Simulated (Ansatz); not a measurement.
Basis-set extrapolation for AlClH2S2 (`[SH][Al]([SH])[Cl]`) (PBE0-D4/def2-TZVP geometry, frozen core, the Gaussian-basis code of Ansatz). Multiplicity 1, RHF reference.

```tsv
	def2-TZVPP	def2-QZVPP
HF	-1497.868777	-1497.910534
MP2 correlation	-0.611249	-0.669459
CCSD(T) correlation	-0.695520	not run
```

Energies in hartree. Use E(X) = E(∞) + A·exp(−7.88·√X) for Hartree–Fock and E(X) = E(∞) + B·X^(−2.97) for correlation, with X = 3 and 4, and add CCSD(T) minus MP2 of the smaller set to the MP2 limit.

**Question.** What is the CCSD(T) energy at the basis-set limit?

**Answer.** HF limit: -1497.910534 + (-0.041757) × 0.13774 = -1497.91629. MP2 limit: -0.669459 + (-0.058210) × 0.74074 = -0.71258. Higher-order term: -0.695520 − (-0.611249) = -0.08427. Total: -1498.71314 hartree, 390.8 kJ/mol below CCSD(T)/def2-TZVPP.
